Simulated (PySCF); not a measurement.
**The third ionisation energy along group 15**

Calculated with PySCF 2.14 from differences of total energies of unrestricted determinants, without spin-orbit coupling. Values in eV. The last column holds reference values (NIST; (s) semi-empirical, (t) theoretical, else measured). Unmarked ones compare directly (S terms, centres of terms, or small fine structure); those marked * lie between the lowest fine-structure levels and include a spin-orbit shift.

| element | configurations | UHF | MP2 (valence) | SCS-MP2 (valence) | CCSD (valence) | CCSD(T) (valence) | reference |
| --- | --- | --- | --- | --- | --- | --- | --- |
| N (def2-SVP, non-relativistic) | [He] 2s2 2p1 → [He] 2s2 | 47.514 | 47.513 | 47.457 | 47.223 | 47.240 | 47.445 (s) * |
| As (def2-SVP, non-relativistic) | [Ar] 3d10 4s2 4p1 → [Ar] 3d10 4s2 | 27.463 | 27.624 | 27.606 | 27.713 | 27.726 | 28.349 ± 0.012 * |
| Sb (def2-SVP with the def2 core potential (28 electrons), ECP) | [Kr] 4d10 5s2 5p1 → [Kr] 4d10 5s2 | 24.113 | 24.244 | 24.227 | 24.317 | 24.325 | 25.323 * |
| Bi (def2-SVP with the def2 core potential (60 electrons), ECP) | [Xe] 4f14 5d10 6s2 6p1 → [Xe] 4f14 5d10 6s2 | 22.996 | 23.107 | 23.091 | 23.159 | 23.163 | 25.571 * |

"Valence" correlates the outer s and p shells and, in groups 3 to 12 and the f block, the outer d or f shell, open or full, or the next shell where the ion has no valence electron left; the wider scheme adds the next inner shell.
